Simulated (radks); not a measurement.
Q: The chromium ion Cr+, 23 electrons, occupied as [Ar] 3d5. All-electron calculation, scalar-relativistic Kohn-Sham, PBE, spin-polarised, spherical densities, finite nucleus; open shells are filled with parallel spins first; Fermi nuclear charge, rms radius 3.6452 fm. Program: a radial shooting solver on a logarithmic mesh with Libxc functionals. Some entries of the table are withheld. Estimate them.

| orbital | occ. | eigenvalue (eV) | <r> (bohr) |
|---|---|---|---|
| 1s down | 1 | -5886.836 | 0.06355 |
| 1s up | 1 | -5886.807 | 0.06355 |
| 2s up | 1 | (1) | 0.2933 |
| 2s down | 1 | (2) | 0.2928 |
| 2p up | 3 | -566.8819 | (3) |
| 2p down | 3 | -565.6576 | (4) |
| 3s up | 1 | -82.0720 | 0.9037 |
| 3s down | 1 | -77.5778 | 0.9050 |
| 3p up | 3 | -53.5741 | 0.9684 |
| 3p down | 3 | -49.1232 | 0.9719 |
| 3d up | 5 | -10.9261 | 1.383 |

A: 
(1) 2s up eigenvalue (eV): -673.4871
(2) 2s down eigenvalue (eV): -671.8768
(3) 2p up <r> (bohr): 0.2601
(4) 2p down <r> (bohr): 0.2595
